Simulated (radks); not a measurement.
Question: The mean radii <r> (bohr) of the occupied orbitals of an atom or ion are listed with their occupations. Calculated with a radial shooting solver on a logarithmic mesh with Libxc functionals: scalar-relativistic Kohn-Sham, PBE, spin-polarised, spherical densities, point nucleus.

orbital  occ.     <r>
1s          2  0.1306
2s          2  0.6972
2p          6  0.6894
3s          2   3.150

Name the element and its charge. Open shells, if any, are filled with parallel spins first.

Answer: Z = 12, magnesium, charge 0: Mg in [Ne] 3s2. The 1s radius gives Z: for a bare nucleus <r> = (2 gamma + 1)/(2Z) with gamma = sqrt(1 - (Z/c)^2), 0.1247 bohr for Z = 12, and screening makes it slightly larger (0.1306 here). The occupations add up to 12, and the charge is Z minus that.
